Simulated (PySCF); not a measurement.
## Computed properties of CH₇FO₂Si₂, SMILES F[Si@H](O[SiH3])OC

CH7FO2Si2, SMILES O([Si@@H](O[SiH3])F)C. The structure is a stationary point at r2SCAN-D4/def2-SVP. The structure was generated by enumeration; whether it is a known compound was not checked. Other conformers were not sampled. All values are computed for the isolated molecule unless a solvent is named; none is compared with measurement here.

**Structure.** All 33 harmonic modes at r2SCAN-D4/def2-SVP (PySCF) are real, so it is a minimum. With heavy atoms numbered as in [CH3:1][O:2][Si@H:3]([F:4])[O:5][SiH3:6], the shortest bond between them is C1–O2 at 1.415 Å and the longest O5–Si6 at 1.666 Å.

**Vibrations.** The strongest infrared lines (harmonic, unscaled, degenerate partners summed) lie at 1103 cm⁻¹ (392 km/mol, O 72 %, Si 18 %, H 10 %), 993 cm⁻¹ (386 km/mol, H 78 %, Si 16 %), 869 cm⁻¹ (338 km/mol, H 63 %, Si 24 %). The softest mode is at 30 cm⁻¹ and the zero-point energy is 53.2 kcal/mol.

**Electronic structure.** r2SCAN/def2-TZVP (PySCF) places the frontier levels at -7.51 and -0.43 eV, a gap of 7.08 eV, and gives a dipole moment of 1.35 D and a mean polarisability of 66.3 bohr³. PBE/def2-TZVP (PySCF) at the same geometry gives -7.16 and -0.87 eV, so its gap is 0.79 eV narrower. An orbital gap is neither the optical nor the fundamental gap.

**Excitations.** TDDFT-M06-2X/def2-SVPD (PySCF) has S1 at 7.79 eV (159 nm, f = 0.001, dark); the most intense of the 10 singlets computed lies at 8.79 eV (f = 0.10). T1 (TDA) is at 7.46 eV. TDDFT-PBE/def2-SVPD (PySCF) puts S1 at 6.33 eV. No vertical singlet excitation falls in the visible range (under 3.1 eV).

**NMR.** GIAO shifts at PBE0/pcSseg-1 (PySCF) (non-relativistic, atoms alike by connectivity averaged): ¹³C at 53.7 ppm against TMS; ¹H from 4.1 to 5.3 ppm against TMS; ²⁹Si from -61.2 to -35.2 ppm against TMS; ¹⁹F at -152.4 ppm against CFCl3.

**Solvation.** SMD-PBE0/def2-SVP (PySCF) gives 0.6 kcal/mol in water, -1.9 kcal/mol in 1-octanol, -2.2 kcal/mol in tetrahydrofuran (1 M in both phases, gas-phase geometry); of these solvents tetrahydrofuran holds the molecule best.
